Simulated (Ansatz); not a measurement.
Calculated with Ansatz (gas phase, PBE0-D4/def2-TZVP geometries, no zero-point term in ΔE). CCSD(T)/CBS adds triple-zeta CCSD(T) − MP2 to the extrapolated MP2 energy (def2 sets, frozen cores). This one scheme is used for every species. Functionals use def2-TZVPP. B3LYP here is the variant with VWN-RPA as its local correlation; programs differ in this. For Br outer-core shells are correlated without core-valence functions, which leaves a few kJ/mol of doubt a bond. Scalar relativity is left out up to krypton. One conformer a species, not always the lowest.

Consider the formal exchange of groups at the Si–O bond: `[OH][Al]([OH])[O][SiH3]` + `[CH3][AlH][Br]` → `[CH3][Al]([SiH3])[Br]` + `[OH][Al]([OH])[OH]`.

| level | ΔE (kJ/mol) | difference from CCSD(T)/CBS |
| --- | --- | --- |
| PBE-D4 | 70.8 | -27.0 |
| r2SCAN-D4 | 93.1 | -4.7 |
| PBE0-D4 | 80.6 | -17.2 |
| B3LYP-D4 | 99.3 | 1.5 |
| ωB97X-V | 98.3 | 0.5 |
| ωB97M-V | 103.0 | 5.2 |
| B2PLYP | 104.1 | 6.3 |
| PBE | 71.4 | -26.4 |
| r2SCAN | 93.3 | -4.5 |
| PBE0 | 81.3 | -16.5 |
| B3LYP | 100.4 | 2.6 |
| HF/def2-TZVPP | 129.8 | 32.0 |
| MP2/def2-TZVPP | 105.7 | 7.9 |
| SCS-MP2/def2-TZVPP | 111.4 | 13.6 |
| CCSD/def2-TZVPP | 102.4 | 4.6 |
| CCSD(T)/def2-TZVPP | 98.1 | 0.3 |
| HF/def2-QZVPP | 132.7 | 34.9 |
| MP2/def2-QZVPP | 106.5 | 8.7 |
| SCS-MP2/def2-QZVPP | 112.0 | 14.2 |
| HF/CBS(def2) | 133.1 | 35.3 |
| MP2/CBS(def2) | 105.4 | 7.6 |
| CCSD/CBS(def2) | 102.1 | 4.3 |
| CCSD(T)/CBS | 97.8 | 0 |

Largest T1 diagnostic among the species: 0.012.

In def2-TZVPP, CCSD(T) changes the Hartree–Fock value by −31.8 kJ/mol (the triples alone add −4.3 kJ/mol) and MP2 by −24.1 kJ/mol. From PBE to PBE0 (25 % exact exchange), in def2-TZVPP and without D4, ΔE moves by +9.9 kJ/mol.
